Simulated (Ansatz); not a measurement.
Geometry optimisation, RKS PBE0/6-31G* (Ansatz).

The input (input.yaml):

```yaml
crystal:
  periodic: [false, false, false]
  atoms:
    - { symbol: B, position_ang: [0.046915, 0.366666, -0.500528] }
    - { symbol: "N", position_ang: [-0.057707, 0.065872, 2.226558] }
    - { symbol: H, position_ang: [-0.868742, -0.069652, 2.823977] }
    - { symbol: H, position_ang: [0.760306, 0.069541, 2.829794] }
    - { symbol: O, position_ang: [1.3102, 0.003511, -0.813861] }
    - { symbol: H, position_ang: [1.335266, -0.888723, -1.186581] }
    - { symbol: F, position_ang: [-0.990432, -0.394551, -0.848453] }
    - { symbol: H, position_ang: [-0.141971, 1.430691, 0.003815] }
    - { symbol: H, position_ang: [-0.134736, 1.020245, 1.830779] }
basis:
  gaussian: { orbitals: "6-31G*" }
hamiltonian:
  xc: pbe0
relax:
  f_tol: 0.03
  max_steps: 50
output:
  orbitals: {}
```

Command:

```bash
$ ansatz run input.yaml --threads 1 --pin off --max-ram 2048MiB --backend cpu --events-out ev --progress --plain --runs-dir out
```

Question: Where does it end, and by what steps?

Answer: It converged. The force dipped under the threshold on the way, but the program's further checks kept it going. After 24 steps the energy has fallen by 0.505 eV; H3 moved furthest, 1.24 Å. Joined: B1–N2.

```csv
step,energy less start (eV),largest force component (eV/Å),accepted
0,0.0000,0.771,yes
1,-0.0709,0.679,yes
2,-0.0756,1.529,yes
3,-0.0979,1.334,yes
4,-0.1399,0.564,yes
5,-0.1971,0.633,yes
6,-0.2939,0.731,yes
7,-0.3632,0.561,yes
8,-0.4288,0.719,yes
9,-0.4526,0.226,yes
10,-0.4601,0.082,yes
11,-0.4624,0.109,yes
12,-0.4638,0.115,yes
13,-0.4635,0.560,no
14,-0.4663,0.026,yes
15,-0.4702,0.196,yes
16,-0.4654,0.519,no
17,-0.4774,0.092,yes
18,-0.4837,0.119,yes
19,-0.4879,0.373,yes
20,-0.4911,0.348,yes
21,-0.4358,0.741,no
22,-0.5035,0.079,yes
23,-0.5047,0.073,yes
24,-0.5052,0.030,yes
```

```xyz
9
Properties=species:S:1:pos:R:3
B 0.081 0.447 0.004
N -0.005 0.292 1.725
H -0.181 -0.678 1.985
H 0.888 0.572 2.127
O 1.224 -0.296 -0.367
H 0.938 -1.150 -0.714
F -1.132 -0.105 -0.385
H 0.185 1.651 -0.136
H -0.741 0.871 2.127
```

Whether the end is a true minimum wasn't checked by a vibrational analysis.

Time of the run: 25 s on 1 thread of AMD EPYC 9B45 (Zen 5), with other jobs on the host, peak memory 0.17 GiB.
